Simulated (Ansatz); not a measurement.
Ideal-gas functions of `C#C[SiH](F)Cl` at 500 K and 1 bar, from an Ansatz frequency run at PBE0-D4/def2-TZVP.

Molar mass 108.57 g/mol, point group C1 (symmetry number 1), electronic degeneracy 1, moments of inertia 113.707, 221.925, 310.106 u Å². Harmonic wavenumbers (cm⁻¹, unscaled): 114, 162, 241, 337, 385, 557, 670, 745, 752, 823, 830, 927, 2174, 2305, 3463.

Use S(trans) = R[1.5 ln M + 2.5 ln T − 1.1517]; rotational temperatures θ = 24.2544 K / I; S(rot) = R[ln(√π/σ · √(T³/θAθBθC)) + 1.5]; for each mode x = 1.438777 ν̃/T, S = R[x/(eˣ − 1) − ln(1 − e⁻ˣ)] and H = RT x/(eˣ − 1); 1 cm⁻¹ = 0.0119627 kJ/mol; R = 8.31446 J/(mol·K).

Question: By hand: the entropy, in J/(mol·K).

Answer: Translation 178.1. Rotation: θ = 0.2133, 0.1093, 0.0782 K, giving 121.0. Vibration, mode by mode: 17.62, 14.74, 11.52, 8.89, 7.88, 5.23, 4.04, 3.40, 3.35, 2.85, 2.81, 2.25, 0.12, 0.08, 0.00, in all 84.8. Electronic 0.0. Sum 383.9 J/(mol·K).

Question: By hand: H − E and G − E in kJ/mol, counted from the electronic energy.

Answer: Zero-point energy ½ × 14485 × 0.0119627 = 86.6; thermal vibration 22.7; translation, rotation and pV give 4 RT = 16.6. H − E = 125.9 kJ/mol, and G − E = 125.9 − 500 × 383.9/1000 = -66.0 kJ/mol.

Vibration gives 22 % of the entropy, 17.6 J/(mol·K) of it from the mode under 150 cm⁻¹: soft modes count most, and the harmonic formula is weakest for them. The sum counts one conformer and one mirror image; others add a mixing term.
